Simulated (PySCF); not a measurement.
Compound: C4H5NO2.
SMILES with atom numbers: `[O:1]=[C:2]1[CH2:3][CH2:4][C:5](=[O:6])[NH:7]1`

NICS = −σ at a ghost point: NICS(0) at the centroid of the ring atoms, NICS(1) 1 Å to either side along the normal of their mean plane, zz for the tensor component along that normal. Level: GIAO PBE0/pcSseg-1 (PySCF, non-relativistic, gas phase) on the PBE0-D3(BJ)/def2-SVP geometry, one conformer.

Ring bond lengths (Å), with Mayer bond orders in brackets: C2–C3 1.520 (0.96), C3–C4 1.526 (1.01), C4–C5 1.520 (0.96), C5–N7 1.385 (1.05), N7–C2 1.385 (1.05).

Q: Give the NICS values of each ring in ppm.

A: 
| ring | type | NICS(0) | NICS(1), two faces | NICS(1)zz, two faces | rms pucker (Å) | centre to ring atoms, mean (Å) |
| --- | --- | --- | --- | --- | --- | --- |
| C2–C3–C4–C5–N7 | 5-membered ring with N; formal bonds all single | -1.7 | -2.5 / -2.5 | -3.0 / -3.0 | 0.00 | 1.25 |

Q: What can be read from them?

A: 
- C2–C3–C4–C5–N7: mean NICS(1)zz -3.0 ppm, shielded. C3, C4 have four or more neighbours, so the value isn't read as a sign of a π ring current.

Q: What are the shieldings of the ring atoms and their hydrogens in the same run (means over atoms taken as equivalent)?

A: 
| atoms | environment | σ isotropic (ppm) |
| --- | --- | --- |
| C2 (×2) | amide carbonyl carbon | 7.4 |
| C3 (×2) | sp3 carbon next to a carbonyl | 153.9 |
| N7 | amide nitrogen | 66.3 |
| H on C3 (×4) | methylene hydrogen | 28.84 |
| H on N7 | amide N–H hydrogen | 24.94 |

Q: How do the values depend on the level or the medium?

A: 
| level | NICS(0), C2–C3–C4–C5–N7 | mean NICS(1)zz, C2–C3–C4–C5–N7 |
| --- | --- | --- |
| PBE0/pcSseg-1, gas | -1.7 | -3.0 |
| mPW1PW91/pcSseg-2, gas | -1.0 | -2.5 |
| PBE0/IGLO-III, gas | -0.6 | -2.4 |
| PBE0/aug-cc-pVDZ, gas | -0.6 | -2.5 |
| PBE0/cc-pVDZ, gas | -1.3 | -2.8 |
| PBE0/cc-pVTZ, gas | -0.8 | -2.3 |
| PBE0/def2-SVP, gas | -1.4 | -2.8 |
| PBE0/def2-TZVP, gas | -0.8 | -2.4 |

The geometry is the same throughout.

On one thread, Arm Neoverse V2, no GPU, shared host, this took 11 s. This is the whole shielding run at PBE0/pcSseg-1, SCF included.
